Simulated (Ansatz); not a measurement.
Question: Name a neutral molecule of C, F, Ge and H with LUMO energy (PBE/def2-TZVPP) between -0.80 and -0.50 eV and HOMO–LUMO gap (PBE/def2-TZVPP) between 7.00 and 7.30 eV (Ansatz, PBE0-D4/def2-TZVP geometry).

Answer: `[CH3][GeH2][F]` (-0.50 eV, 7.15 eV). Other molecules can fit too; these were computed, each in one conformer that needn't be the lowest.
